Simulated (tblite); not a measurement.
Compound: C5H12N2O2Si.
Cartesian coordinates in Å at the GFN2-xTB level; atoms count from 1:
```xyz
22
C5H12N2O2Si angstrom
C      3.1081   -1.0760   -0.6567
C      1.9279   -0.1612   -0.4474
O      1.5387    0.6501   -1.2548
O      1.3542   -0.3557    0.7292
C      0.1971    0.4516    0.9575
C     -0.7830   -0.1283    1.9806
C     -2.1053    0.2032    1.2617
Si    -1.1708    0.4645   -0.4001
N     -1.6008    1.8116   -1.3798
N     -1.0625   -0.8951   -1.4504
H      2.7519   -1.9907   -1.1270
H      3.8272   -0.6027   -1.3183
H      3.5650   -1.3253    0.2962
H      0.5439    1.4481    1.2489
H     -0.6339   -1.2048    2.0502
H     -0.6899    0.2982    2.9784
H     -2.8444   -0.5912    1.3245
H     -2.5618    1.1014    1.6702
H     -1.7107    2.7002   -0.9186
H     -1.0299    1.9316   -2.2017
H     -1.6220   -0.8905   -2.2857
H     -1.0094   -1.8198   -1.0579
```

Computed with GFN2-xTB (tblite): harmonic, unscaled wavenumbers at the GFN2-xTB geometry, gas phase. The method is semi-empirical: single wavenumbers can be off by several per cent or more. One conformer, not necessarily the lowest.

Harmonic wavenumbers (cm⁻¹): 38.4, 51.7, 69.4, 79.4, 114.8, 142.1, 164.1, 175.9, 188.7, 199.8, 217.9, 313.7, 342.4, 429.1, 437.6, 496.8, 580.4, 607.8, 634.9, 650.7, 679.3, 743.1, 785.7, 818.9, 875.9, 928.3, 954.8, 956.2, 967.8, 1003.6, 1008.2, 1028.0, 1089.0, 1099.8, 1163.7, 1197.1, 1219.7, 1229.9, 1264.5, 1310.3, 1365.0, 1445.3, 1452.2, 1479.3, 1495.0, 1499.0, 1508.0, 1738.9, 2911.1, 2989.5, 3005.4, 3015.7, 3022.7, 3024.3, 3053.5, 3065.0, 3470.1, 3486.2, 3506.0, 3528.3.

A = 1728, B = 922.3, C = 740.4 MHz; mass 160.067 u (most abundant isotopes); point group C1, symmetry number 1.

Problem. Zero-point energy?

Solution. ½Σν̃ = 38160 cm⁻¹ = 109.11 kcal/mol.

Problem. Entropy at 400 K, 1 bar (ideal gas, RRHO, classical rotation)?

Solution. Translation 42.61, rotation 30.87, vibration 57.90: S = 131.4 cal/(mol K).

Problem. And Cp and H(400 K) − H(0)?

Solution. Cp = 60.13 cal/(mol K), of which vibrations give 52.18 (their classical limit is 60 R = 119.2); H(400 K) − H(0) = 14.57 kcal/mol without the zero-point energy, 11.39 from vibrations.

Problem. How do the functions run with temperature in this model?

Solution. 
```json
{"T (K)": "100", "S (cal/(mol K))": "77.2", "Cp (cal/(mol K))": "25.3", "H − H(0) (kcal/mol)": "1.66", "G − H(0) (kcal/mol)": "-6.06", "ln q(vib)": "3.07"}
{"T (K)": "200", "S (cal/(mol K))": "98.4", "Cp (cal/(mol K))": "37.1", "H − H(0) (kcal/mol)": "4.79", "G − H(0) (kcal/mol)": "-14.89", "ln q(vib)": "7.27"}
{"T (K)": "300", "S (cal/(mol K))": "115.7", "Cp (cal/(mol K))": "49.0", "H − H(0) (kcal/mol)": "9.10", "G − H(0) (kcal/mol)": "-25.62", "ln q(vib)": "11.15"}
{"T (K)": "500", "S (cal/(mol K))": "145.8", "Cp (cal/(mol K))": "69.4", "H − H(0) (kcal/mol)": "21.06", "G − H(0) (kcal/mol)": "-51.85", "ln q(vib)": "18.32"}
{"T (K)": "800", "S (cal/(mol K))": "183.0", "Cp (cal/(mol K))": "88.2", "H − H(0) (kcal/mol)": "44.98", "G − H(0) (kcal/mol)": "-101.38", "ln q(vib)": "28.03"}
{"T (K)": "1000", "S (cal/(mol K))": "203.6", "Cp (cal/(mol K))": "96.4", "H − H(0) (kcal/mol)": "63.48", "G − H(0) (kcal/mol)": "-140.08", "ln q(vib)": "33.85"}
```

q(vib) and H(0) count from the zero-point level.

Problem. What must be added to the electronic energy to get the Gibbs energy at 400 K and 1 bar?

Solution. ZPE + [H(400 K) − H(0)] − T·S = 109.11 + 14.57 − 52.55 = 71.13 kcal/mol.

Hindered rotation and anharmonicity are outside this model. Other conformers, if any are populated, would add a mixing term that is left out. The structure is chiral; the term R ln 2 for an equal mix with its mirror image is left out.
